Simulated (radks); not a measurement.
Mn, configuration [Ar] 3d4.75 4s2 4d0.25 (fractional occupations, a model configuration). Calculated with a radial shooting solver on a logarithmic mesh with Libxc functionals: non-relativistic Kohn-Sham, LDA (Slater exchange, VWN5 correlation), spin-unpolarised, spherical densities, point nucleus.

Unscreened Slater integrals over Kohn-Sham orbitals (cm^-1). Empty in this configuration: 4p.

| integral | value |
|---|---|
| F0(4d,4d) | 8816.8 |
| F2(4d,4d) | 4990.8 |
| F4(4d,4d) | 3371.1 |
| F0(4d,4s) | 11024 |
| G2(4d,4s) | 62.581 |
| F0(4d,3d) | 11044 |
| F2(4d,3d) | 104.60 |
| F4(4d,3d) | 15.185 |
| G0(4d,3d) | 15.854 |
| G2(4d,3d) | 13.261 |
| G4(4d,3d) | 9.0488 |
| F0(4d,3p) | 11047 |
| F2(4d,3p) | 63.670 |
| G1(4d,3p) | 16.818 |
| G3(4d,3p) | 10.935 |
| F0(4d,4p) | 11009 |
| F2(4d,4p) | 838.88 |
| G1(4d,4p) | 244.47 |
| G3(4d,4p) | 138.42 |
| F0(4s,4s) | 66815 |
| F0(4s,3d) | 84554 |
| G2(4s,3d) | 10836 |
| F0(4s,3p) | 86787 |
| G1(4s,3p) | 4889.9 |
| F0(4s,4p) | 56485 |
| G1(4s,4p) | 35062 |
| F0(3d,3d) | 175270 |
| F2(3d,3d) | 79252 |
| F4(3d,3d) | 48967 |
| F0(3d,3p) | 194270 |
| F2(3d,3p) | 90276 |
| G1(3d,3p) | 111970 |
| G3(3d,3p) | 67402 |
| F0(3d,4p) | 65473 |
| F2(3d,4p) | 13036 |
| G1(3d,4p) | 6035.5 |
| G3(3d,4p) | 4698.6 |
| F0(3p,3p) | 219100 |
| F2(3p,3p) | 109370 |
| F0(3p,4p) | 66567 |
| F2(3p,4p) | 9623.1 |
| G0(3p,4p) | 2212.7 |
| G2(3p,4p) | 2492.6 |
| F0(4p,4p) | 49933 |
| F2(4p,4p) | 25552 |

Derived for the open shells (J is the average intra-shell exchange parameter used in DFT+U). 3d: Racah B = F2/49 - 5 F4/441 = 1062 cm^-1, C = 35 F4/441 = 3886 cm^-1, C/B = 3.66, F4/F2 = 0.618, J = (F2 + F4)/14 = 9158 cm^-1. 4d: Racah B = F2/49 - 5 F4/441 = 63.63 cm^-1, C = 35 F4/441 = 267.5 cm^-1, C/B = 4.20, F4/F2 = 0.675, J = (F2 + F4)/14 = 597.3 cm^-1.
